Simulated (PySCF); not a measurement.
o-xylene, C₈H₁₀.
Bonds: C1–C2, C2–C3 (aromatic), C3–C4 (aromatic), C4–C5 (aromatic), C5–C6 (aromatic), C6–C7 (aromatic), C7–C8, C2–C7 (aromatic). Hydrogens: H9, H10, H11 on C1; H12 on C3; H13 on C4; H14 on C5; H15 on C6; H16, H17, H18 on C8.

NICS = −σ at a ghost point: NICS(0) at the centroid of the ring atoms, NICS(1) 1 Å to either side along the normal of their mean plane, zz for the tensor component along that normal. Level: GIAO PBE0/pcSseg-2 (PySCF, non-relativistic, gas phase) on the PBE0-D3(BJ)/def2-TZVP geometry, one conformer.

Ring bond lengths (Å), with Mayer bond orders in brackets: C2–C3 1.390 (1.41), C3–C4 1.387 (1.42), C4–C5 1.385 (1.40), C5–C6 1.387 (1.42), C6–C7 1.390 (1.41), C7–C2 1.402 (1.42).

What do the NICS probes read (ppm)?

| ring | type | NICS(0) | NICS(1), two faces | NICS(1)zz, two faces | rms pucker (Å) | centre to ring atoms, mean (Å) |
| --- | --- | --- | --- | --- | --- | --- |
| C2–C3–C4–C5–C6–C7 | 6-membered carbocycle; formal bonds all aromatic | -8.3 | -10.0 / -10.0 | -28.5 / -28.5 | 0.00 | 1.39 |

What do they say, and how far can they be read as aromaticity?

- C2–C3–C4–C5–C6–C7: mean NICS(1)zz -28.5 ppm, shielded. For a flat ring without four-coordinate atoms the NICS criterion counts such a value as aromatic.

What does the geometric index give? HOMA = 1 − mean of α(R − Ropt)² over the ring bonds, with Krygowski's 1993 parameters (CC: Ropt 1.388 Å, α 257.7 Å⁻²).

- C2–C3–C4–C5–C6–C7: HOMA 0.99 = 1 − EN − GEO, with mean bond length 1.390 Å, EN = α(Ropt − mean)² = 0.001 and GEO = α × variance = 0.008. The geometric and the magnetic index point the same way.

How shielded are the nuclei of the rings and their hydrogens (means over atoms taken as equivalent)?

```
   atoms                  environment  σ isotropic (ppm)
 C2 (×2)  substituted aromatic carbon               38.5
 C3 (×2)           aromatic CH carbon               47.0
 C4 (×2)           aromatic CH carbon               50.5
H12 (×2)            aromatic hydrogen              24.06
H13 (×2)            aromatic hydrogen              24.09
```

The run took 2.7 min wall, 5.7 min CPU (with the writing of density and orbital grids) on 2 threads, AMD EPYC (x86_64) (shared host), and the process peaked at 2.8 GiB of memory. This is the whole shielding run at PBE0/pcSseg-2, SCF included.
